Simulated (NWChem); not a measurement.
C3H5ClSi; SMILES C#C[Si@H](Cl)C

Computed with NWChem. Medium grid unless said otherwise, to which SCAN and Minnesota functionals are sensitive. Structure relaxed at the PBE0/def2-SVP level. Hybrids' shares of exact exchange are those that their runs print; pure functionals count as 0. The functionals differ in more than this share.

```
row               share of exact exchange  orbital gap (eV)
----------------  -----------------------  ----------------
PBE/def2-TZVP                        0.00              5.62
B3LYP/def2-TZVP                      0.20              7.35
PBE0/def2-TZVP                       0.25          withheld
M06-2X/def2-TZVP                     0.54              9.91
```

Problem. Fit a straight line of the last column on the one before it, predict the withheld value, and compare with the run.

Solution. 
1. Means of the 3 shown rows: x = 0.247, y = 7.627. Slope Σ(x − x̄)(y − ȳ)/Σ(x − x̄)² = 1.178/0.1491 = 7.900; intercept 5.678.
2. The shown rows scatter about the line by 0.066 (root mean square); the largest residual is +0.09, at B3LYP/def2-TZVP.
3. At x = 0.25 (PBE0/def2-TZVP; inside the shown range) the line gives 7.65.
4. The run gives 7.78, +0.13 from the line, 2.0 times the scatter.
